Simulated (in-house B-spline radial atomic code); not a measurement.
A fraction x of an electron is removed from 3d in the zirconium ion Zr³⁺, starting from [Kr] 4d1 and keeping the highest spin. Method: scalar-relativistic (X2C) revTPSS, spin-polarised, spherical fractional occupations, Fermi nucleus of rms radius 4.2694 fm. Calculated with an all-electron radial atomic-structure program (B-spline basis).

| x | E(x) - E(0) (eV) | 3d down level (eV) |
| --- | --- | --- |
| 0 | 0.0000 | -202.275 |
| 0.05 | 10.1557 | -203.956 |
| 0.24 | 49.5179 | -210.397 |
| 0.36 | 75.0118 | -214.507 |
| 0.45 | 94.4570 | -217.612 |
| 0.5 | 105.3809 | -219.344 |
| 0.62 | ? | ? |
| 0.67 | 143.1726 | -225.275 |
| 0.81 | ? | ? |
| 0.88 | 191.2571 | -232.688 |
| 1 | 219.4360 | -236.965 |

Q: What belongs in the row x = 0.62?

A: An energy change of 131.9527 eV; 3d down at -223.524 eV.

Q: What belongs in the row x = 0.81?

A: An energy change of 175.0559 eV; 3d down at -230.206 eV.

Q: Check Janak's theorem between x = 0.05 and 0.24.

A: The slope of the energy is 207.17 eV; the orbital levels give 207.18 eV (-ε of the emptying orbital, averaged over the two points).
